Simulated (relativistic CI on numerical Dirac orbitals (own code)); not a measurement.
# Hyperfine structure of Cs+, mass number 135

Computed by Dirac-Coulomb-Breit CI, KLI orbitals optimised for each configuration, model QED (radiative potential, 1s self-energy scaled to tabulated hydrogen-like ionisation energies), valence Slater integrals scaled by 0.85, P86 correlation energy added to each configuration (own radial code, finite nucleus).

Configurations in the expansion (outside the closed core [Kr] 4d10): 5s2.5p6, 5s2.5p5.6s, 5s2.5p5.5d, 5s2.5p5.6p, 5s2.5p5.7s, 5s2.5p5.6d, 5s.5p6.5d, 5s2.5p5.4f, 5s2.5p5.7p, 5s2.5p5.5f, 5s2.5p5.7d, 5s2.5p5.5g, 5s2.5p5.6f, 5s2.5p5.7f. Double excitations out of closed p, d and f shells are left out; levels of such configurations are missing from the list, as are those of other unlisted configurations, and high levels can miss mixing partners.

Nuclear spin I = 7/2, μ = 2.7283 μN, Q = 0.048 b (tables of Stone and Pyykkö). The electronic factors are computed for point nuclear moments, without core polarisation; leaving it out makes A of s and p electrons in near-neutral atoms 20 to 40 % too small, and it can dominate for d and f shells.

| Level | E (eV) | A (MHz) | B (MHz) |
| --- | --- | --- | --- |
| 5s2.5p5.6s 3P°_2 | 13.5600 | 1310 | -87.1 |
| 5s2.5p5.5d 3P°_1 | 13.5671 | 174.2 | 12.5 |
| 5s2.5p5.6s 1P°_1 | 14.0745 | 341.7 | -45.6 |
| 5s2.5p5.5d 3F°_4 | 14.0867 | 449.8 | -121 |
| 5s2.5p5.5d 3P°_2 | 14.2305 | 546.2 | -11.4 |
| 5s2.5p5.5d 3F°_3 | 14.3230 | 654.6 | -126 |
| 5s2.5p5.5d 3D°_3 | 14.8882 | 375.8 | 26 |
| 5s2.5p5.5d 3D°_1 | 15.5806 | 2088 | 12.1 |

Levels with J = 0, under 50 % of one LS term, or S terms without an open s electron are left out. Small factors come from cancelling terms and can be off by tens of per cent or more.

For a near-neutral ion this model can misplace configurations by up to about 10,000 cm⁻¹ (more where the count of f electrons changes) and terms by 10 to 25 % of their spread. Rates follow the energies as ν³ (E1, M1) or ν⁵ (E2), so they and the lifetimes can be off by large factors. The fine structure of a lone outer electron comes out too small, for d and f at times inverted, and misplaced configurations move strength between like terms. 6 of the 13 excited levels that our extract of the measured tables holds in this range could be paired (the sources list more); they are missed by 2261 cm⁻¹ on average and 3453 at most, and levels without a partner can miss by more.

Q: Give the hyperfine levels of 5s2.5p5.6s 3P°_2 relative to its centre of gravity.

A: With K = F(F + 1) − I(I + 1) − J(J + 1), E = AK/2 + B[¾K(K + 1) − I(I + 1)J(J + 1)]/[2I(2I − 1)J(2J − 1)]: F = 3/2: -11830, F = 5/2: -8520, F = 7/2: -3904, F = 9/2: 1994, F = 11/2: 9145 MHz.

LS names give the leading component of a level, which can be under half, so a name can repeat, a term be missing and a line seem to break the LS rules.
